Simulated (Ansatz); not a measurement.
Molecule: sum formula ZnHS, charge 0, multiplicity 2. The spin state was set by rule; other spins were not relaxed. 
Structure (B3LYP-D3(BJ)/def2-TZVP (Ansatz, a quantum-chemistry and plane-wave program) minimum search):
```xyz
3

Zn    -0.3728    -0.6797    -0.2898
S      0.6074     1.2406     0.4664
H      1.4657     0.5411     1.2321
```
Charge 0, spin multiplicity 2.

Basis-set convergence of Hartree-Fock and CCSD(T) correlation energies (hartree) with Ansatz. Cores are frozen in the correlated levels unless marked. Open shells are spin-unrestricted. Spin-orbit coupling is left out. The frozen core is the preceding noble-gas configuration, with the filled d and f shells of earlier blocks. No relativistic terms.

| basis | functions | E(HF) | E(corr, CCSD(T)) |
|---|---|---|---|
| def2-SVPD | 69 | -2175.57058 | -0.44036 |
| def2-TZVPPD | 135 | ? | ? |

Q: Complete the blanks.

A: 
- def2-TZVPPD, E(HF): -2175.94317
- def2-TZVPPD, E(corr, CCSD(T)): -0.65730
